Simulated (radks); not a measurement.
Spherical jellium clusters: N electrons in a uniform positive sphere of charge N and radius rs N^(1/3), rs = 4.62 bohr. Method: non-relativistic Kohn-Sham, LDA (Slater exchange, Perdew-Wang correlation), spin-polarised, spherical densities; computed with a radial shooting solver with Libxc functionals. Levels are named by radial order and angular momentum (1s, 1p, 1d, 2s, ...), and open shells are averaged over m.

N = 14, configuration 1s2 1p6 1d(up 5, down 1). This is the lowest configuration that the search found. Occupied and some empty levels:

level    occupation  eigenvalue (eV)  <r> (bohr)
1s up             1          -4.2877       7.077
1s down           1          -4.0388       6.785
1p up             3          -3.5850       8.332
1p down           3          -3.2748       8.286
1d up             5          -2.6880       9.281
1d down           1          -2.3682       9.369
2s up             0          -2.2213       7.861
2s down           0          -2.0735       8.064
1f up             0          -1.6508       10.20
1f down           0          -1.3515       10.41
2p up             0          -1.1495       10.14
2p down           0         -0.99742       10.40

Energy (eV): total -25.2182, kinetic 19.370, external -568.22, Hartree 281.48, exchange-correlation -45.241, background 287.39.
